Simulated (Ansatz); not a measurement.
Compare A (`ClC[SiH2][SnH3]`) with its isomer B (`[CH3][SnH2][SiH2]Cl`).

Calculated with Ansatz (gas phase, PBE0-D4/def2-TZVP geometries, no zero-point term in ΔE). CCSD(T)/CBS adds triple-zeta CCSD(T) − MP2 to the extrapolated MP2 energy (def2 sets, frozen cores). Functionals use def2-TZVPP. B3LYP here is the variant with VWN-RPA as its local correlation; programs differ in this. Elements past krypton have def2 core potentials. For Sn outer-core shells are correlated without core-valence functions, which leaves a few kJ/mol of doubt a bond. One conformer a species, not always the lowest.

(1) Which isomer does CCSD(T)/CBS put lower? Give the gap. (An estimate is asked.)

(2) Give E(B) − E(A) in kJ/mol with HF/def2-TZVPP, MP2/def2-TZVPP, B3LYP, PBE0-D4, B3LYP-D4, CCSD/def2-TZVPP, r2SCAN-D4. (An estimate is asked.)

Largest T1 diagnostic: 0.012.

Results:

(1) Ansatz gave: B, by 153.3 kJ/mol.

(2) Ansatz gave: HF/def2-TZVPP -153.9, MP2/def2-TZVPP -157.0, B3LYP -149.1, PBE0-D4 -145.8, B3LYP-D4 -146.3, CCSD/def2-TZVPP -149.8, r2SCAN-D4 -149.6. None reverses the order clearly.

From PBE to PBE0 (25 % exact exchange), in def2-TZVPP and without D4, E(B) − E(A) moves by −3.2 kJ/mol.
